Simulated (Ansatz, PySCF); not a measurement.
Species: H$_{3}$Se, charge 1, multiplicity 1. 
Geometry from a B3LYP-D3(BJ)/def2-TZVP (Ansatz, an electronic-structure program) optimisation:
SMILES: [SeH3+]
```xyz
4

Se     0.0007     0.0265    -0.0607
H     -1.0764    -0.8681     0.4284
H      1.0678    -0.8666     0.4522
H     -0.0137     0.8349     1.1825
```
Charge +1, spin multiplicity 1.

Total electronic energies in hartree. Cores are frozen in the correlated levels unless marked. No spin-orbit coupling. Frozen are the shells of the preceding noble gas and the d and f shells that filled before the atom's block. No relativistic terms. CBS(X,Y): correlation extrapolated as X^-3; Hartree-Fock from the larger set (for Q and 5 zeta extrapolated as (X+1)exp(-9√X)). The bracket is a focal-point correction in the basis named.

| level | program | energy (Eh) |
|---|---|---|
| TPSS-D4/def2-TZVPD | PySCF + dftd4 | -2402.96892 |
| PBE0-D4/def2-TZVPD | Ansatz + dftd4 | [?] |
| r2SCANh-D4/def2-TZVPD | Ansatz + dftd4 | -2403.01272 |
| r2SCANh/def2-TZVPD | Ansatz | -2403.01255 |
| PW6B95-D3(BJ)/def2-TZVPD | PySCF + dftd3 | [?] |
| B2GP-PLYP-D3(BJ)/def2-TZVPD | Ansatz + dftd3 | -2402.46078 |
| B2PLYP-D4/def2-TZVPD | Ansatz + dftd4 | [?] |
| MP2/cc-pVDZ | Ansatz | -2401.38131 |
| MP2/cc-pV5Z | Ansatz | -2401.51926 |
| RI-MP2/cc-pVQZ | Ansatz | -2401.51310 |
| SCS-MP2/cc-pVQZ | Ansatz | -2401.52346 |
| CCSD/CBS(cc-pVTZ,cc-pVQZ) | Ansatz | -2401.5459 |
| CCSD(T)/cc-pVTZ | Ansatz | -2401.52824 |
| RI-MP2/CBS(def2-TZVPP,def2-QZVPP)+[CCSD(T)-MP2]/def2-SVP | Ansatz | -2401.5528 |
| CCSD(T)/CBS(cc-pVQZ,cc-pV5Z) | Ansatz | -2401.5531 |

**Question.** Fill in the missing entries.

**Answer.** 
- PBE0-D4/def2-TZVPD, energy (Eh): -2402.74413
- PW6B95-D3(BJ)/def2-TZVPD, energy (Eh): -2404.11864
- B2PLYP-D4/def2-TZVPD, energy (Eh): -2402.60870
